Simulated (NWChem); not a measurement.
Molecule: C3H7NSi; SMILES C#C[Si@@H](C)N

```xyz
12

C      0.0829    -2.6144    -0.1928
C      0.0250    -1.4089     0.0394
Si    -0.0340     0.4001     0.4073
C      1.4593     1.2787    -0.3232
N     -1.4832     1.0151    -0.3549
H      0.1349    -3.6750    -0.4014
H      0.0225     0.5227     1.9151
H      2.3972     0.8742     0.1074
H      1.4862     1.1450    -1.4227
H      1.4254     2.3656    -0.1021
H     -1.6573     2.0220    -0.2798
H     -2.3539     0.5067    -0.1745
```
Atoms are numbered in this order, from 1.

Program: NWChem. Structure relaxed at the PBE-D3(BJ)/def2-SVP level. No frequency run checked for a minimum. Total energies compare along this basis series because the functional is fixed.

| level | basis functions | energy (Ha) | highest occupied level (eV) | orbital gap (eV) | dipole (D) | relative time |
|---|---|---|---|---|---|---|
| Hartree-Fock/def2-SVP | 109 | -460.8248 | -10.53 | 14.40 | 0.82 | 1 |
| Hartree-Fock/def2-SVPD | 160 | -460.8366 | -10.60 | 13.00 | 0.71 | 4 |
| Hartree-Fock/def2-TZVP | 203 | -461.1271 | -10.56 | 13.74 | 0.77 | 5 |
| Hartree-Fock/def2-TZVPP | 264 | -461.1306 | -10.56 | 13.72 | 0.75 | 10 |

Relative times are rough (shared machine, one core).
